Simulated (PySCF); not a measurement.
## Run times: tin in x2c-TZVPPall

Measured wall times of calculations with PySCF 2.14 in x2c-TZVPPall (8s6p4d2f, 60 functions), with the spin-free X2C one-electron Hamiltonian (Gaussian nucleus), run from one Python driver. Hardware: 1 thread of Neoverse-V2 on a shared host, 1.3 GiB allowed. The two-electron integrals over 60 functions were computed once and kept in memory (1.1 CPU seconds with the set-up); the times below exclude them. Kohn-Sham runs start from converged Hartree-Fock orbitals.

Launch command (the driver calls PySCF for each step listed in the task file):

```bash
OMP_NUM_THREADS=1 python atomrun2.py TASK.json OUT
```

```
              species                           step  iterations  wall time (s)
Sn+ [Kr] 4d10 5s1 5p2  UHF with spin-orbit constants           6            6.2
Sn+ [Kr] 4d10 5s1 5p2                            LDA           6           0.49
Sn+ [Kr] 4d10 5s1 5p2                            PBE           6           0.92
Sn+ [Kr] 4d10 5s1 5p2                           PBE0           6              1
Sn+ [Kr] 4d10 5s1 5p2                         r2SCAN           6            1.8
Sn+ [Kr] 4d10 5s1 5p2                        wB97X-V           7            2.6
Sn+ [Kr] 4d10 5s1 5p2                            M06           6            1.9
Sn+ [Kr] 4d10 5s1 5p2                           MN15           6            1.9
Sn+ [Kr] 4d10 5s1 5p2                         PBEsol           6           0.93
Sn+ [Kr] 4d10 5s1 5p2              MP2 (3 electrons)                       0.02
Sn+ [Kr] 4d10 5s1 5p2             MP2 (21 electrons)                       0.14
Sn+ [Kr] 4d10 5s1 5p2  UHF with spin-orbit constants           7            6.3
Sn+ [Kr] 4d10 5s1 5p2                            LDA           6           0.49
Sn+ [Kr] 4d10 5s1 5p2                            PBE           6           0.93
Sn+ [Kr] 4d10 5s1 5p2                           PBE0           6              1
Sn+ [Kr] 4d10 5s1 5p2                         r2SCAN           6            1.8
Sn+ [Kr] 4d10 5s1 5p2                            M06           6            1.9
Sn+ [Kr] 4d10 5s1 5p2                           MN15           7            2.2
Sn+ [Kr] 4d10 5s1 5p2                         PBEsol           6           0.93
Sn+ [Kr] 4d10 5s1 5p2              MP2 (3 electrons)                       0.05
Sn+ [Kr] 4d10 5s1 5p2             MP2 (21 electrons)                       0.13
```

Question: Roughly how long does wB97X-V take for Sn+ [Kr] 4d10 5s1 5p2 here?

Answer: About 2.6 s.

Peak memory of the process: 0.25 GiB. Times on a shared host vary from run to run.
